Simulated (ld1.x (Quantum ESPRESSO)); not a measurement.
**nickel (Ni): excitation energies, all-electron against RRKJ**

ld1.x (Quantum ESPRESSO) 7.5 input, shortened:

```
&input
   title='Ni', zed=28., rel=1, dft='PBESOL', iswitch=3,
   config='[Ar] 3d8 4s2 4p0'
 /
 &inputp
   pseudotype=2, tm=.false., rho0=0.001, lloc=0,
   nlcc=.true.
 /
3
3P  2  1   6.00   0.00  1.30  1.30  0.0
3D  3  2   8.00   0.00  0.80  0.80  0.0
4S  1  0   2.00   0.00  1.95  1.95  0.0
 &test
   configts(1)='3p6 3d8 4s2 4p0'
 /
```

Energies are relative to the spin-unpolarised reference configuration 3p6 3d8 4s2 4p0; without spin polarisation the order of configurations can differ from experiment. The frozen-core shift is the all-electron ΔE with the core orbitals held at their reference shape minus the fully relaxed ΔE.

Task: Give the all-electron excitation energy and the error of the potential for: 3p6 3d8 4s1 4p0; 3p6 3d8 4s0 4p0; 3p6 3d7 4s0 4p0; 3p6 3d7 4s2 4p1; 3p6 3d6 4s0 4p0; 3p5 3d8 4s2 4p0; 3p6 3d8 4s0 4p2.

Result:

| valence configuration | charge | ΔE all-electron (eV) | error AE − PS (meV) | frozen-core shift (meV) |
| --- | --- | --- | --- | --- |
| 3p6 3d8 4s1 4p0 | +1 | 9.337 | -8.5 | +1.4 |
| 3p6 3d8 4s0 4p0 | +2 | 26.597 | -55 | +4.3 |
| 3p6 3d7 4s0 4p0 | +3 | 64.034 | -265 | +23 |
| 3p6 3d7 4s2 4p1 | 0 | 10.578 | -1281 | +16 |
| 3p6 3d6 4s0 4p0 | +4 | 121.554 | -1358 | +152 |
| 3p5 3d8 4s2 4p0 | +1 | 79.395 | -419 | +53 |
| 3p6 3d8 4s0 4p2 | 0 | 9.542 | -1635 | +1.5 |

Levels in the configuration 3p6 3d8 4s1 4p0:

```tsv
level	all-electron (eV)	pseudo (eV)
3p	-80.382	-80.297
3d	-17.954	-17.888
4s	-13.176	-13.196
```

These tests converged, but a pseudo level misses the all-electron one widely, so the file describes the atom poorly there or has found another state: 3p6 3d7 4s0 4p0: empty 4p by 3.0 eV (a node warning on the way); 3p6 3d6 4s0 4p0: empty 4p by 4.7 eV.
